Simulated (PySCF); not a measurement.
A structure optimised at PBE0-D3(BJ)/def2-SVP, used in a PySCF frequency run:

```
Mg
Se 1 2.4206
H 2 1.4745 1 89.63
I 1 2.5558 3 149.20 2 180.00
```

**Question.** Write its SMILES, formula and point group.

**Answer.** [SeH][Mg][I], HIMgSe, Cs

**Question.** What are its rotational constants (standard atomic weights)?

**Answer.** 233.51, 0.41301, 0.41228 GHz
